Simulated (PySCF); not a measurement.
## What builds the third ionisation energy along the 5d series

Calculated with PySCF 2.14 from differences of total energies of unrestricted determinants, without spin-orbit coupling. Each column adds one step, in eV (sums use unrounded values): valence MP2, valence CCSD, valence triples, then the next inner shell at CCSD(T) (Hf 5s 5p, Ta 5s 5p, W 5s 5p, Ir 5s 5p, Hg 5s 5p). References (NIST) marked * lie between the lowest fine-structure levels; the others compare directly ((s) semi-empirical, (t) theoretical).

| element | UHF | + MP2 | + CCSD | + (T) | + inner shell | sum | reference |
| --- | --- | --- | --- | --- | --- | --- | --- |
| Hf [Xe] 4f14 5d2 → [Xe] 4f14 5d1 (def2-QZVPPD with the def2 core potential (60 electrons), ECP) | 21.461 | 0.097 | 0.030 | 0.000 | 0.376 | 21.964 | 22.55 ± 0.04 (t) * |
| Ta [Xe] 4f14 5d3 → [Xe] 4f14 5d2 (def2-QZVPPD with the def2 core potential (60 electrons), ECP) | 23.043 | 0.298 | 0.062 | 0.003 | 0.342 | 23.748 | 23.1 ± 1.6 (t) * |
| W [Xe] 4f14 5d4 → [Xe] 4f14 5d3 (def2-QZVPPD with the def2 core potential (60 electrons), ECP) | 24.675 | 0.501 | 0.059 | 0.009 | 0.288 | 25.532 | 26 ± 0.4 (s) * |
| Ir [Xe] 4f14 5d7 → [Xe] 4f14 5d6 (def2-QZVPPD with the def2 core potential (60 electrons), ECP) | 27.503 | 1.318 | -0.043 | 0.067 | -0.009 | 28.835 | 28 ± 1.6 (t) * |
| Hg [Xe] 4f14 5d10 → [Xe] 4f14 5d9 (def2-QZVPPD with the def2 core potential (60 electrons), ECP) | 33.599 | 1.857 | -0.320 | 0.087 | -0.141 | 35.082 | 34.49 ± 0.05 * |

What remains against the references is mostly basis incompleteness and, for starred values, spin-orbit coupling.

These are valence bases, so the inner-shell step is incomplete.
